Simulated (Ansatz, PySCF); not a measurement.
Gas-phase reaction R1 + R2 → P1 + P2, each structure at its B3LYP-D3(BJ)/def2-TZVP stationary point, reached from a drawn start (curvature not checked).
R1, SiH4 (SMILES [SiH4]) (charge 0, multiplicity 1):
```xyz
5

Si     0.00000     0.00002     0.00000
H     -0.16915     1.22355    -0.81595
H     -0.74399     0.14791     1.27122
H      1.43709    -0.20475     0.29027
H     -0.52395    -1.16662    -0.74554
```
R2, H4OSi (SMILES O[SiH3]) (charge 0, multiplicity 1):
```xyz
6

O      1.1713    -0.3907    -0.3424
Si    -0.3987     0.0190    -0.0273
H      1.8626    -0.0217     0.2119
H     -0.8065    -0.3892     1.3401
H     -1.2104    -0.6987    -1.0293
H     -0.6183     1.4815    -0.1528
```
P1, H6OSi2 (SMILES [SiH3]O[SiH3]) (charge 0, multiplicity 1, Z-matrix in Å and degrees):
```
O
Si 1 1.6366
Si 1 1.6366 2 149.59
H 2 1.4780 1 108.36 3 180.00
H 3 1.4780 1 108.36 2 -180.00
H 2 1.4817 4 109.63 1 120.19
H 3 1.4817 5 109.63 1 120.19
H 3 1.4817 5 109.63 7 119.62
H 2 1.4817 4 109.63 6 119.62
```
P2, H2 (SMILES [H][H]) (charge 0, multiplicity 1):
```csv
atom,x (Å),y (Å),z (Å)
H,0.0000,0.0000,0.3720
H,0.0000,0.0000,-0.3720
```

P less R. No zero-point or thermal terms.

Cores are frozen in the correlated methods. CBS(a, b) extrapolates the correlation energy as X⁻³ and adds the Hartree–Fock energy of set b.

Run with Ansatz (a quantum-chemistry and plane-wave program); PySCF for the D3/D4 terms. No computed number here is a measurement.

```csv
level,reaction energy (kcal/mol)
HF/cc-pV(T+d)Z,-19.98
BLYP-D4/def2-TZVPP,-19.71
revPBE/def2-TZVPP,-15.16
revPBE-D3(BJ)/def2-TZVPP,-16.90
BHLYP-D4/def2-TZVPP,-21.14
MP2/cc-pV(Q+d)Z,-21.88
SCS-MP2/cc-pV(T+d)Z,-21.28
CCSD(T)/cc-pV(D+d)Z,-14.56
"CCSD(T)/CBS(cc-pV(T+d)Z, cc-pV(Q+d)Z)",___
```

Problem. Fill in the missing entries.

Solution. 
- CCSD(T)/CBS(cc-pV(T+d)Z, cc-pV(Q+d)Z), reaction energy (kcal/mol): -20.49
